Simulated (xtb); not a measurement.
I3Zr, charge +1, singlet, at a GFN2-xTB geometry (such geometries of metal compounds can be far from the true shape) (the multiplicity is a formal guess), atoms displaced at random by about 0.1 Å a coordinate; xtb with GFN2-xTB.

The xtb input:
```
$ xtb mol.xyz --gfn 2 --chrg 1 --opt crude --json

# file mol.xyz
4

Zr    -0.44970372     0.23461221     0.96373747
I     -2.06872311    -1.70667065    -0.30799632
I      0.19736030     2.21061218    -1.34502853
I      1.94014604    -0.91858258     0.72678683
```

It wrote (shortened):

```
   ID    Z sym.   atoms
    1   40 Zr     1
    2   53 I      2-4

           -------------------------------------------------
          |                Calculation Setup                |
           -------------------------------------------------

           -------------------------------------------------
          |                 G F N 2 - x T B                 |
           -------------------------------------------------

          ...................................................
          :                      SETUP                      :
          :.................................................:
          :  # basis functions                  40          :
          :  # atomic orbitals                  36          :
          :  # shells                           12          :
          :  # electrons                        24          :
          :  max. iterations                   250          :
          :  Hamiltonian                  GFN2-xTB          :
          :  restarted?                      false          :
          :  GBSA solvation                  false          :
          :  PC potential                    false          :
          :  electronic temp.          300.0000000     K    :
          :  accuracy                    1.0000000          :
          :  -> integral cutoff          0.2500000E+02      :
          :  -> integral neglect         0.1000000E-07      :
          :  -> SCF convergence          0.1000000E-05 Eh   :
          :  -> wf. convergence          0.1000000E-03 e    :
          :  Broyden damping             0.4000000          :
          :  net charge                          1          :
          :  unpaired electrons                  0          :
          ...................................................

 iter      E             dE          RMSdq      gap      omega  full diag
   1    -12.5919841 -0.125920E+02  0.165E+01    0.74       0.0  T
   2    -12.6640323 -0.720482E-01  0.117E+01    2.44       1.0  T
   3    -12.7345303 -0.704980E-01  0.809E+00    0.68       1.0  T
   4    -12.7313650  0.316531E-02  0.493E+00    2.05       1.0  T
   5    -12.7528300 -0.214649E-01  0.252E+00    1.09       1.0  T
   6    -12.7553405 -0.251053E-02  0.140E+00    1.07       1.0  T
   7    -12.7561226 -0.782052E-03  0.114E+00    1.10       1.0  T
   8    -12.7562145 -0.919624E-04  0.583E-01    1.13       1.0  T
   9    -12.7563063 -0.917568E-04  0.101E-01    1.13       1.0  T
  10    -12.7563083 -0.200101E-05  0.408E-02    1.13       1.2  T
  11    -12.7563090 -0.761616E-06  0.164E-02    1.13       3.0  T
  12    -12.7563088  0.277885E-06  0.184E-02    1.13       2.7  T
  13    -12.7563092 -0.408177E-06  0.582E-03    1.13       8.6  T
  14    -12.7563092 -0.128784E-07  0.191E-03    1.13      26.2  T
  15    -12.7563092 -0.210408E-08  0.895E-04    1.13      55.9  T
  16    -12.7563092 -0.766569E-10  0.123E-04    1.13     407.3  T

   *** convergence criteria satisfied after 16 iterations ***

         :::::::::::::::::::::::::::::::::::::::::::::::::::::
         ::                     SUMMARY                     ::
         :::::::::::::::::::::::::::::::::::::::::::::::::::::
         :: total energy             -12.719631387733 Eh    ::
         :: gradient norm              0.084641470191 Eh/a0 ::
         :: HOMO-LUMO gap              1.129558404448 eV    ::
         ::.................................................::
         :: SCC energy               -12.756306923794 Eh    ::
         :: -> isotropic ES            0.118260076736 Eh    ::
         :: -> anisotropic ES          0.011213738717 Eh    ::
         :: -> anisotropic XC         -0.038105072938 Eh    ::
         :: -> dispersion             -0.006026949795 Eh    ::
         :: repulsion energy           0.036675536061 Eh    ::
         :: add. restraining           0.000000000000 Eh    ::
         :: total charge               0.999999999777 e     ::
         :::::::::::::::::::::::::::::::::::::::::::::::::::::

      -----------------------------------------------------------
     |                   =====================                   |
     |                        A N C O P T                        |
     |                   =====================                   |
     |               Approximate Normal Coordinate               |
     |                Rational Function Optimizer                |
      -----------------------------------------------------------
      -----------------------------------------------------------
     |                   =====================                   |
     |                        A N C O P T                        |
     |                   =====================                   |
     |               Approximate Normal Coordinate               |
     |                Rational Function Optimizer                |
      -----------------------------------------------------------

          ...................................................
          :                      SETUP                      :
          :.................................................:
          :   optimization level             crude          :
          :   max. optcycles                   200          :
          :   ANC micro-cycles                  20          :
          :   degrees of freedom                 6          :
          :.................................................:
          :   RF solver                   davidson          :
          :   write xtbopt.log                true          :
          :   linear?                        false          :
          :   energy convergence         0.5000000E-03 Eh   :
          :   grad. convergence          0.1000000E-01 Eh/α :
          :   maxmium RF displ.          1.0000000          :
          :   Hlow (freq-cutoff)         0.1000000E-01      :
          :   Hmax (freq-cutoff)         5.0000000          :
          :   S6 in model hess.         20.0000000          :
[...]
 * total energy  :   -12.7196314 Eh     change       -0.4877876E-11 Eh
 * total energy  :   -12.7154874 Eh     change        0.4143992E-02 Eh
 * total energy  :   -12.7224941 Eh     change       -0.7006697E-02 Eh
 * total energy  :   -12.7020851 Eh     change        0.2040897E-01 Eh
 * total energy  :   -12.7318708 Eh     change       -0.2978566E-01 Eh
 * total energy  :   -12.7060223 Eh     change        0.2584846E-01 Eh
 * total energy  :   -12.7404098 Eh     change       -0.3438744E-01 Eh
 * total energy  :   -12.7413284 Eh     change       -0.9185931E-03 Eh
 * total energy  :   -12.7416446 Eh     change       -0.3162168E-03 Eh
   *** GEOMETRY OPTIMIZATION CONVERGED AFTER 9 ITERATIONS ***
[...]
          :  -> SCF convergence          0.1000000E-05 Eh   :
          :  -> wf. convergence          0.1000000E-03 e    :
          :  Broyden damping             0.4000000          :
          :  net charge                          1          :
          :  unpaired electrons                  0          :
          ...................................................

 iter      E             dE          RMSdq      gap      omega  full diag
   1    -12.7794508 -0.127795E+02  0.275E-05    1.75       0.0  T
   2    -12.7794508  0.106581E-13  0.159E-05    1.75    3150.6  T
   3    -12.7794508  0.426326E-13  0.693E-06    1.75    7215.4  T

   *** convergence criteria satisfied after 3 iterations ***

         :::::::::::::::::::::::::::::::::::::::::::::::::::::
         ::                     SUMMARY                     ::
         :::::::::::::::::::::::::::::::::::::::::::::::::::::
         :: total energy             -12.741644576896 Eh    ::
         :: gradient norm              0.004860622874 Eh/a0 ::
         :: HOMO-LUMO gap              1.753823371383 eV    ::
         ::.................................................::
         :: SCC energy               -12.779448792433 Eh    ::
         :: -> isotropic ES            0.117540770444 Eh    ::
         :: -> anisotropic ES          0.011681381772 Eh    ::
         :: -> anisotropic XC         -0.037911775775 Eh    ::
         :: -> dispersion             -0.006091571753 Eh    ::
         :: repulsion energy           0.037804215537 Eh    ::
         :: add. restraining           0.000000000000 Eh    ::
         :: total charge               1.000000000000 e     ::
         :::::::::::::::::::::::::::::::::::::::::::::::::::::

           -------------------------------------------------
          |                Property Printout                |
           -------------------------------------------------

    * Orbital Energies and Occupations

         #    Occupation            Energy/Eh            Energy/eV
      -------------------------------------------------------------
         1        2.0000           -0.9932745             -27.0284
         2        2.0000           -0.9876658             -26.8758
         3        2.0000           -0.9871751             -26.8624
         4        2.0000           -0.7510566             -20.4373
         5        2.0000           -0.6479440             -17.6315
         6        2.0000           -0.6441062             -17.5270
         7        2.0000           -0.6439866             -17.5238
         8        2.0000           -0.6167182             -16.7818
         9        2.0000           -0.6163875             -16.7728
        10        2.0000           -0.6127512             -16.6738
        11        2.0000           -0.6125750             -16.6690
        12        2.0000           -0.6096602             -16.5897 (HOMO)
        13                         -0.5452084             -14.8359 (LUMO)
        14                         -0.5451661             -14.8347
        15                         -0.5450132             -14.8306
        16                         -0.5334807             -14.5167
        17                         -0.5328129             -14.4986
        18                         -0.4223832             -11.4936
        19                         -0.1955834              -5.3221
        20                         -0.1950110              -5.3065
        21                         -0.1898091              -5.1650
        22                         -0.1836890              -4.9984
        23                         -0.1832925              -4.9876
       ...                                ...                  ...
        36                          1.5526836              42.2507
      -------------------------------------------------------------
                  HL-Gap            0.0644518 Eh            1.7538 eV
             Fermi-level           -0.5779058 Eh          -15.7256 eV

     #   Z          covCN         q      C6AA      α(0)
     1  40 Zr       2.376     1.060   411.283    46.530
     2  53 I        0.820    -0.021   373.140    33.347
     3  53 I        0.821    -0.022   373.178    33.349
     4  53 I        0.830    -0.018   372.917    33.337

 Mol. C6AA /au·bohr⁶  :       6048.373248
 Mol. C8AA /au·bohr⁸  :     657894.130910
 Mol. α(0) /au        :        146.562819

Wiberg/Mayer (AO) data.
largest (>0.10) Wiberg bond orders for each atom

 ---------------------------------------------------------------------------
     #   Z sym  total        # sym  WBO       # sym  WBO       # sym  WBO
 ---------------------------------------------------------------------------
     1  40 Zr   4.021 --     4 I    1.345     2 I    1.338     3 I    1.338
     2  53 I    1.531 --     1 Zr   1.338
     3  53 I    1.530 --     1 Zr   1.338
     4  53 I    1.534 --     1 Zr   1.345
 ---------------------------------------------------------------------------

Topologies differ in total number of bonds
Writing topology from bond orders to xtbtopo.mol

molecular dipole:
                 x           y           z       tot (Debye)
 q only:       -0.793       0.692       1.800
   full:       -1.710       1.818       4.299      12.636
molecular quadrupole (traceless):
                xx          xy          yy          xz          yz          zz
 q only:       -1.249      -0.944      -1.560      -2.222       2.009       2.809
  q+dip:       -7.086      -4.022      -6.780      -9.398      10.160      13.866
   full:       -7.590      -4.342      -7.328      -9.765      10.856      14.918

optimized geometry written to: xtbopt.xyz

           -------------------------------------------------
          | TOTAL ENERGY              -12.741644576896 Eh   |
          | GRADIENT NORM               0.004860622874 Eh/α |
          | HOMO-LUMO GAP               1.753823371383 eV   |
           -------------------------------------------------

normal termination of xtb
```
